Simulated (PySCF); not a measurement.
PySCF input file for C₄H₆OS, SMILES C=C1O[C@@H](C)S1, PBE0/pcSseg-1. Geometry: B3LYP-D3(BJ)/def2-SVP. The structure was generated by enumeration; whether it is a known compound was not checked.

```python
import numpy as np
from pyscf import gto, scf, dft
from pyscf.prop.nmr import rks as nmr

mol = gto.M(
    atom='''
    C     2.28082517   -0.58035867    0.49756934
    C     1.05027428   -0.22751073    0.12972341
    O     0.19209897   -0.90997929   -0.69246197
    C    -0.90143459    0.01723557   -0.68578124
    C    -2.18026736   -0.59185347   -0.17551415
    S    -0.00434580    1.17500469    0.46855300
    H     2.86179932    0.05777109    1.16226316
    H     2.70945947   -1.51473095    0.13173765
    H    -1.02217851    0.47116292   -1.68312469
    H    -2.03365293   -1.01379937    0.82888161
    H    -2.50344211   -1.39411899   -0.85915481
    H    -2.97562931    0.16839858   -0.13373931
    ''',
    basis='pcSseg-1',
    charge=0,
    spin=0,
    max_memory=1600,
    verbose=3,
)
mf = dft.RKS(mol, xc='pbe0')
mf.grids.level = 3
mf.conv_tol = 1e-10
mf.max_cycle = 100
mf.kernel()
n = nmr.NMR(mf)
n.verbose = 2
n.max_cycle_cphf = 60
sigma = n.kernel()
print('atom   isotropic/ppm   span/ppm')
for i, s in enumerate(sigma):
    w = np.linalg.eigvalsh((s + s.T) / 2)
    print(f'{mol.atom_symbol(i):2s}{i + 1:3d} {w.mean():14.3f} {w[2] - w[0]:11.3f}')
```

Log of the run:

```
converged SCF energy = -628.950508164756
atom   isotropic/ppm   span/ppm
C   1         98.871     157.611
C   2         20.719     169.327
O   3        120.910     113.935
C   4        100.709      70.280
C   5        157.474      35.047
S   6        270.187     632.059
H   7         27.321       7.156
H   8         26.454       8.882
H   9         25.647       6.331
H  10         29.362       7.495
H  11         29.372      10.053
H  12         29.932       9.393
```

Self-consistency was reached.
